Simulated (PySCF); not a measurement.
C₅H₈Si, SMILES C#CC(=C)[SiH2]C. Atoms are numbered in the order given.

```xyz
14

C      1.0472    -1.0141     2.2167
C      1.0039    -0.5348     1.1000
C      0.8518     0.0102    -0.2111
C      1.8831     0.5607    -0.8862
Si    -0.8941    -0.0678    -0.9476
C     -2.1188     0.7830     0.1986
H      1.1086    -1.4353     3.2020
H      2.8901     0.6115    -0.4595
H      1.7438     0.9755    -1.8884
H     -1.2786    -1.4987    -1.1307
H     -0.8441     0.5960    -2.2842
H     -1.8701     1.8498     0.3137
H     -2.0889     0.3149     1.1953
H     -3.1470     0.7058    -0.1892
```

Coordinates come from a B3LYP-D3(BJ)/def2-SVP optimisation. The structure was generated by enumeration, and PubChem lists no compound with its InChIKey, so it may never have been made. The values are those of a single conformer.

Level of theory: r2SCAN/def2-TZVP in PySCF.

Gas-phase values at a fixed geometry.

Computed frontier levels, gap, dipole moment and polarisability:
```
Quantity                                                                                                        Result
---------------------------------------------------------------------------------------------  -----------------------
highest occupied level                                                                                        -6.32 eV
lowest empty level                                                                                            -1.98 eV
orbital gap                                                                                                    4.33 eV
dipole moment                                                                                                   0.62 D
quadrupole, principal values (traceless, Buckingham form, about the centre of nuclear charge)    -6.06, 0.67, 5.39 D·Å
mean static polarisability                                                                       87.5 bohr³ (12.96 Å³)
polarisability, principal values                                                               62.9, 89.1, 110.4 bohr³
```
